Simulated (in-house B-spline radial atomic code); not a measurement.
Ti⁴⁺. Computed with a B-spline radial atomic code. Model: all-electron spherical atom, spin shells full or empty, radial basis limit, no spin-orbit coupling: exact exchange with a local potential (Slater, KLI or optimised effective potential, whose far tail is KLI's), no correlation.

Exchange potential has not reached -1/r at the last radius.

The run also made RPA and GW results, which its time includes.

The Slater potential averages the orbital exchange potentials with the orbital densities as weights, KLI adds orbital constants, and the optimised effective potential minimises the exact-exchange energy among local potentials. So their energies lie above Hartree-Fock in the order OEP, KLI, Slater. All fall off as −1/r, unlike LDA and GGA exchange.

Command:
```bash
python run_gw.py task.json out
```
Settings (lengths in bohr, energies in hartree):
```
Z                      22
electrons              18
configuration          [Ne] 3s2 3p6
hamiltonian            nr
method                 oep
lmax                   9
spin_polarised         False
box_radius             11.96
intervals              68
```

Run time, properties included: 2.9 s on 1 thread of Arm Neoverse N1, on a shared host.

Given: hamiltonian non-relativistic; mean-field start exchange-only OEP.

Computed: energy above Hartree-Fock 5.6117 millihartree; virial ratio -E/T less 1 0.

```tsv
radius (bohr)	r times exchange potential (hartree bohr)
0.00227	-0.040455
0.00276	-0.049146
0.00336	-0.059757
0.00408	-0.072434
0.00496	-0.087827
0.00603	-0.10636
0.00732	-0.12842
0.0089	-0.15492
0.0108	-0.18595
0.0131	-0.22212
0.016	-0.26539
0.0194	-0.31249
0.0236	-0.36503
0.0287	-0.42039
0.0349	-0.47534
0.0424	-0.52461
0.0515	-0.5611
0.0626	-0.57461
0.0761	-0.55537
0.0924	?
0.112	-0.5207
0.137	?
0.166	-0.78971
0.202	-0.92325
0.245	-1.0171
0.298	-1.0594
0.362	-1.0134
0.44	-0.83022
0.535	-0.69456
0.65	-0.97112
0.79	-1.2064
0.96	-1.3333
1.17	-1.3836
1.42	-1.3618
1.72	-1.2967
2.09	-1.2187
2.55	-1.1494
```

What belongs in the row 0.0924?

r times exchange potential (hartree bohr): -0.51545.

What belongs in the row 0.137?

r times exchange potential (hartree bohr): -0.63584.

```csv
occupied,level (hartree),Hartree-Fock level (hartree)
1s,-180.22,-185.28
2s,-22.066,-23.487
2p,?,?
3s,-4.5315,-4.7684
3p,-3.651,-3.6508
```

What belongs in the row 2p?

level (hartree): -18.816; Hartree-Fock level (hartree): -19.851.

| empty | level (hartree) |
| --- | --- |
| 3d | -2.2907 |
| 4s | ? |
| 4p | -1.4348 |
| 4d | -1.0663 |

What belongs in the row 4s?

level (hartree): -1.6832.

The highest level, 3p, differs from Hartree-Fock by -0.0052 eV and the deepest, 1s, by +138 eV: a local potential can match the highest level but can't give each shell its own exchange.
